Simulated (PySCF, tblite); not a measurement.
Isomers of C8H18BN. Level: GFN2-xTB in tblite, geometry and Hessian alike; calculated harmonic values, unscaled, isolated species. The method is semi-empirical: single wavenumbers can be off by several per cent or more. Modes of hydrogen on boron can be 10 to 20 % off. One conformer each.

Electronic energies: PBE0-D3(BJ)/def2-SVP at its own geometries (PySCF, gas phase).

| SMILES | electronic energy, lowest = 0 (kJ/mol) |
| --- | --- |
| CC#CCC[BH2-][N+](C)(C)C | 139.2 |
| C[N+]1(C)[BH2-]C[C@H](C2CC2)C1 | 10.9 |
| CC#[N+][BH2-]C(C)(C)CCC | 0.0 |

Problem. How do GFN2-xTB zero-point energies change the relative energies?

Solution. 
```
                        SMILES  ZPE (kJ/mol)  of it from modes above 1550 cm⁻¹  electronic (kJ/mol)  with ZPE, lowest = 0 (kJ/mol)  lowest mode (cm⁻¹)  rings
       CC#[N+][BH2-]C(C)(C)CCC         642.3                             330.3                  0.0                            0.0                  24      0
C[N+]1(C)[BH2-]C[C@H](C2CC2)C1         658.0                             318.1                 10.9                           26.7                 16i      2
       CC#CCC[BH2-][N+](C)(C)C         644.3                             329.7                139.2                          141.2                  22      0
```

The zero-point energies span 15.7 kJ/mol, from `CC#[N+][BH2-]C(C)(C)CCC` to `C[N+]1(C)[BH2-]C[C@H](C2CC2)C1`. Slightly imaginary modes are left out of the zero-point energy: `C[N+]1(C)[BH2-]C[C@H](C2CC2)C1` 16.1i cm⁻¹. The order is unchanged.

Problem. And how do the electronic energies of GFN2-xTB itself compare?

Solution. `CC#[N+][BH2-]C(C)(C)CCC` 49.0; `C[N+]1(C)[BH2-]C[C@H](C2CC2)C1` 0.0; `CC#CCC[BH2-][N+](C)(C)C` 141.7 kJ/mol, lowest = 0. Against the energies above, taken from the same isomer `CC#[N+][BH2-]C(C)(C)CCC`, the largest difference is 59.9 kJ/mol. The two levels were optimised apart and needn't hold the same conformer.
